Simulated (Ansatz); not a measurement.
Consider the cleavage of the Si–Si bond: `O[SiH](Cl)[SiH2]Cl` + `O[SiH](O)S` → `O[SiH](O)S[SiH](O)Cl` + `[SiH3]Cl`.

Computed with Ansatz on PBE0-D4/def2-TZVP structures; ΔE is electronic, products minus reactants. CBS: MP2 limit from def2 TZ/QZ plus the TZ coupled-cluster correction, frozen cores. This one scheme is used for every species. DFT in def2-TZVPP. One conformer a species, not always the lowest.

```
         level  ΔE (kJ/mol)
       BLYP-D4        -78.4
CCSD/CBS(def2)        -83.8
```

Question: What does CCSD(T)/CBS give? (Best estimate.)

Answer: Computed: -85.4 kJ/mol. The listed levels differ from it by 7.0, 1.6 kJ/mol.

Largest T1 diagnostic among the species: 0.012.

The D4 term adds −6.8 kJ/mol with B3LYP and −3.6 kJ/mol with PBE0; it sums over pairs of atoms, weighted by their polarisabilities, and B3LYP, whose exchange is more repulsive, gets the larger term. From BLYP to BHLYP (50 % exact exchange), in def2-TZVPP and without D4, ΔE moves by −12.2 kJ/mol.

B3LYP here is the variant with VWN-RPA as its local correlation; programs differ in this.

CCSD(T)/CBS has its own doubt, a few kJ/mol and more with outer-core shells, so smaller differences from it don't rank the levels.
